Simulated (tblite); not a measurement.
Compound: C₆H₆NO (doublet state).
Geometry (GFN2-xTB, Å), atoms numbered from 1 in this order:
```
atom  x, y, z in Å
C1    -1.6338    0.5557    0.0489
C2    -0.8850   -0.1936   -0.7726
C3    -1.1635   -0.2113   -2.1660
N4    -1.3761   -0.2380   -3.2910
C5     0.2134   -1.0640   -0.3512
C6     1.1514   -0.7325    0.5361
C7     1.3297    0.6149    1.1807
O8     1.4627    0.6537    2.4815
H9    -1.5124    0.5108    1.1181
H10   -2.4229    1.1838   -0.3310
H11    0.2473   -2.0290   -0.8420
H12    1.8895   -1.4651    0.8325
H13    0.4975    1.2954    0.8569
H14    2.2015    1.1186    0.6770
```

The geometry is computed with GFN2-xTB (gas phase). This method treats the open shell by occupation alone, without spin polarisation.

Take the most abundant isotopes and a rigid rotor. The values belong to one conformer with, in the numbering `[CH2:1]=[C:2]([C:3]#[N:4])/[CH:5]=[CH:6]\[CH2:7][O:8]`, C1–C2–C5–C6 -44°, C5–C6–C7–O8 131°.

Task: What are A, B and C (MHz)?

Result: Ia = 93.13, Ib = 483.90, Ic = 532.88 u·Å²; 505379 MHz·u·Å²/I gives A = 5427, B = 1044, C = 948.4 MHz.

Task: What kind of rotor is it?

Result: A near-prolate asymmetric top: κ = (2 × 1044 − 5427 − 948.4)/(5427 − 948.4) = -0.96.

Task: What does the inertial defect say?

Result: Not planar: Δ = Ic − Ia − Ib = -44.15 u·Å². For a rigid frame Δ = −2 Σ m c², so Σ m c² = 22.07 u·Å² lies off the ab plane: 5.66 from hydrogen and 16.41 from heavier atoms. The atom farthest from that plane is 1.61 Å away.

Task: Give the other two planar moments, Paa and Pbb, and the rms extents of the mass along the axes.

Result: Paa = Σ m a² = (Ib + Ic − Ia)/2 = 461.83 and Pbb = Σ m b² = (Ia + Ic − Ib)/2 = 71.06 u·Å². With the mass M = 108.04 u, the rms extents √(P/M) along a, b and c are 2.07, 0.81, 0.45 Å.

Task: Where do the levels up to J = 4 lie, in K?

Result: Above 0(0,0), as E/k:
J = 1: 1(0,1) 0.096, 1(1,1) 0.306, 1(1,0) 0.311
J = 2: 2(0,2) 0.287, 2(1,2) 0.493, 2(1,1) 0.506, 2(2,1) 1.137, 2(2,0) 1.137
J = 3: 3(0,3) 0.573, 3(1,3) 0.773, 3(1,2) 0.800, 3(2,2) 1.424, 3(2,1) 1.425, 3(3,1) 2.487, 3(3,0) 2.487
J = 4: 4(0,4) 0.955, 4(1,4) 1.146, 4(1,3) 1.192, 4(2,3) 1.807, 4(2,2) 1.808, 4(3,2) 2.870, 4(3,1) 2.870, 4(4,1) 4.358, 4(4,0) 4.358
The levels of one J sum to (2J + 1)J(J + 1)(A + B + C)/3.

Task: Estimate the classical rotational partition function at 10 K, 25 K and 50 K.

Result: Point group C1, symmetry number σ = 1; q = (√π/σ)·√((kT/h)³/(ABC)), k/h = 20836.6 MHz/K: 2300 at 10 K, 9090 at 25 K, 25700 at 50 K.

For this open shell read J as N, the rotation without spin; fine and hyperfine splittings come on top. Its GFN2-xTB frequencies are all real (lowest 32 cm⁻¹). These are rigid-rotor constants of the computed structure; measured ground-state constants (B0) also hold zero-point vibration.
